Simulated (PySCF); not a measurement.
**NMR problem set**

Theory: B3LYP/pcJ-1 coupling constants (spin–dipole term left out of most H,H and C,H couplings), GIAO PBE0/pcSseg-1 shieldings, GFN2-xTB geometry, in PySCF 2.14.0 with density-fitted response routines (equivalent nuclei averaged, gas phase, no relativistic terms, one computed conformer).

References, each an isolated molecule treated in the same way: TMS for 1H (31.72 ppm), 13C (186.93 ppm). Multiplet labels drop J under 1 Hz and among equivalent protons, and merge close values. Unscaled 3J(H,H) run several per cent high. Splittings of carbon signals by F and P are missing where no couplings were computed. Where no couplings were computed, multiplicities follow the n + 1 count of equivalent neighbours, and m marks all less simple cases (inequivalent or close neighbours, rings, F or P nearby). Vicinal couplings that depend on rotamer populations or ring flexing (ring, CH–CH, X–H and H–F types) are those of the one conformer. Acid and N–H amide carbonyl carbons lie up to 10 ppm further downfield in solution (hydrogen bonding). Shifts are as computed. Against solution values, carbons near 30 ppm lie about +3 ppm off and those near 130 ppm about +5 ppm; carbons on Cl a further +6 ppm. Of 1211 compounds with measured shifts, 218 miss one by over three times the rms of a fit or turn the order of signals round; such compounds aren't used in these exercises. Carbons bonded to Cl come out too deshielded. OH and NH positions are gas-phase values without hydrogen bonding to other molecules.

**Question.** C7H5ClNP. 1H NMR (600 MHz, computed): δ 8.03 (m, 1H), 8.01 (m, 1H), 3.02 (m, 3H). 13C{1H} NMR (computed): δ 188.6, 188.3, 142.3, 138.3, 122.6, 120.2, 27.4. What is it?

**Answer.** `Cc1pc(Cl)ccc1C#N`. 7 carbon signals for 7 carbons: no two carbons are equivalent. Carbon types of the structure: 4 × C, 2 × CH, 1 × CH3, which accounts for all hydrogens. δC 188.6, 120.2: substituted aromatic carbon. δC 188.3: aromatic carbon bearing chlorine. δC 142.3, 138.3: aromatic CH. δC 122.6: nitrile carbon; typical of a nitrile.

The shifts were computed for this structure.

**Question.** C4H5F3O2Si. 1H NMR (400 MHz, computed): δ 10.35 (s, 1H), 6.76 (m, 1H), 5.30 (s, 2H), 2.27 (br s, 1H). 13C{1H} NMR (computed): δ 199.7 (CH), 168.2 (C), 142.2 (CH), 133.4 (C). Give a structure.

**Answer.** SMILES [SiH2](/C(C=O)=C\C(F)(F)F)O. The formula gives 2 degrees of unsaturation (no ring in the answer). 4 carbon signals for 4 carbons: no two carbons are equivalent. Carbon types of the structure: 2 × C, 2 × CH, leaving 3 H on heteroatoms. δC 199.7: aldehyde carbonyl carbon; the double bond to the heteroatom, with no lone-pair donor beside it, deshields it most. δC 142.2: β carbon of a C=C–C=O unit; conjugation with the carbonyl draws π density from the β position. δC 133.4: CF3 carbon; 3 electronegative neighbours deshield it. δH 10.35: hydrogen on an aldehyde carbonyl carbon; deshielded by the polar, anisotropic C=O bond.

The data come from this structure; uniqueness wasn't tested.

**Question.** C5H7NO2. 1H NMR (500 MHz, computed): δ 8.07 (d, J = 1.3 Hz, 1H), 6.09 (br, 1H), 4.03 (s, 3H), 2.00 (s, 2H). 13C{1H} NMR (computed): δ 156.4 (CH), 116.6 (C), 75.3 (C), 60.0 (CH3), 18.3 (CH2). Give a structure.

**Answer.** `COC1=C(NC=O)C1`. Rings plus π bonds: 3 (1 ring in the answer). 5 carbon signals for 5 carbons: no two carbons are equivalent. Carbon types of the structure: 2 × C, 1 × CH, 1 × CH2, 1 × CH3, leaving 1 H on heteroatoms. δC 156.4: amide carbonyl carbon; it is a carbonyl in resonance with an O or N lone pair, the region of acids, esters and amides. δC 116.6: alkene carbon bearing oxygen; an sp2 carbon of a C=C bond. δC 75.3: alkene carbon bearing nitrogen. δC 60.0: methyl carbon bonded to O; deshielded by the electronegative neighbour.

The data come from this structure; uniqueness wasn't tested.

**Question.** C5H7NO3Si. 1H NMR (500 MHz, computed): δ 6.68 (br s, 1H), 6.18 (m, 1H), 6.17 (m, 1H), 5.92 (m, 1H), 5.31 (d, 1H), 5.30 (m, 1H), 5.28 (m, 1H). 13C{1H} NMR (computed): δ 182.3, 139.6, 127.8, 125.0, 75.9. Give a structure.

**Answer.** SMILES C=C[C@H](O[SiH2]C#N)C(=O)O. Rings plus π bonds: 4 (no ring in the answer). 5 carbon signals for 5 carbons: no two carbons are equivalent. Carbon types of the structure: 2 × C, 2 × CH, 1 × CH2, leaving 3 H on heteroatoms. δC 139.6: alkene CH; the olefinic region. δC 127.8: nitrile carbon; typical of a nitrile. δC 125.0: terminal =CH2 carbon; as expected for a trigonal carbon in a double bond. δC 75.9: sp3 CH bonded to O, α to a carbonyl; pulled downfield by the heteroatom.

This is the structure that produced the data.
